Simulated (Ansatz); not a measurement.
System: sum formula H₂SiO, net charge -1, doublet state. SMILES of the parent species: O=[SiH2]
Coordinates optimised at B3LYP-D3(BJ)/def2-TZVP (Ansatz, an electronic-structure program):
```
Si
O 1 1.5744
H 1 1.5389 2 116.21
H 1 1.5389 3 100.54 2 -126.32
```
Charge -1, spin multiplicity 2.

### Question
Give the harmonic wavenumbers at B3LYP-D3(BJ)/def2-TZVP (Ansatz, finite differences of forces, unscaled).

### Answer
703, 742, 945, 1050, 1870, 1878 cm⁻¹. Zero-point energy 10.3 kcal/mol.

### Question
From these and the geometry, give the ideal-gas thermochemistry at 298.15 K and 1 atm (rigid rotor, harmonic oscillator).

### Answer
Point group Cs, rotational symmetry number 1. Rotational constants 136.9, 17.27, 16.19 GHz. S(trans) 37.41, S(rot) 19.67, S(vib) 0.76, S(elec, spin only) 1.38, S 59.2 cal/(mol K). H(298) - H(0) 2.55 kcal/mol; G - E(el) -4.8 kcal/mol.
